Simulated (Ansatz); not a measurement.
Geometry optimisation, Ansatz 0.2.0, UKS BHLYP/def2-SVP.

Input:

```yaml
crystal:
  periodic: [false, false, false]
  atoms:
    - { symbol: Sn, position_ang: [0.000389, 0.0, -0.070216] }
    - { symbol: H, position_ang: [0.000228, 0.0, 1.666711] }
    - { symbol: H, position_ang: [1.605733, 0.0, -0.641419] }
    - { symbol: H, position_ang: [-0.80225, 1.39043, -0.641805] }
    - { symbol: H, position_ang: [-0.80225, -1.39043, -0.641805] }
    - { symbol: H, position_ang: [-5.0e-05, 0.0, 3.530333] }
magnetization:
  spin_polarized: true
  initial_magnetization: 1
basis:
  gaussian: { orbitals: def2-SVP }
hamiltonian:
  xc: { name: BHLYP }
relax:
  f_tol: 0.03
  max_steps: 50
```

Launched with:

```bash
$ ansatz run input.yaml --threads 1 --pin off --max-ram 2048MiB --backend cpu --events-out ev --progress --plain --runs-dir out
```

Q: Where does it end, and by what steps?

A: The forces met the threshold. The force dipped under the threshold on the way, but the program's further checks kept it going. After 7 steps the energy has fallen by 0.022 eV; H6 moved furthest, 0.77 Å.

```json
{"step": "0", "energy less start (eV)": "0.0000", "largest force component (eV/Å)": "0.301", "accepted": "yes"}
{"step": "1", "energy less start (eV)": "-0.0014", "largest force component (eV/Å)": "0.161", "accepted": "yes"}
{"step": "2", "energy less start (eV)": "-0.0059", "largest force component (eV/Å)": "0.040", "accepted": "yes"}
{"step": "3", "energy less start (eV)": "-0.0133", "largest force component (eV/Å)": "0.145", "accepted": "yes"}
{"step": "4", "energy less start (eV)": "-0.0195", "largest force component (eV/Å)": "0.043", "accepted": "yes"}
{"step": "5", "energy less start (eV)": "-0.0220", "largest force component (eV/Å)": "0.018", "accepted": "yes"}
{"step": "6", "energy less start (eV)": "-0.0224", "largest force component (eV/Å)": "0.015", "accepted": "yes"}
{"step": "7", "energy less start (eV)": "-0.0224", "largest force component (eV/Å)": "0.023", "accepted": "yes"}
```

```xyz
6
Properties=species:S:1:pos:R:3
Sn 0.000 0.000 -0.222
H 0.000 0.000 1.484
H 1.609 0.000 -0.787
H -0.804 1.393 -0.788
H -0.804 -1.393 -0.788
H 0.000 0.000 4.303
```

Whether the end is a true minimum wasn't checked by a vibrational analysis.

Run time: 9.8 s on 1 thread of Intel(R) Xeon(R) 6975P-C (Granite Rapids), on a shared host, peak memory 0.14 GiB.
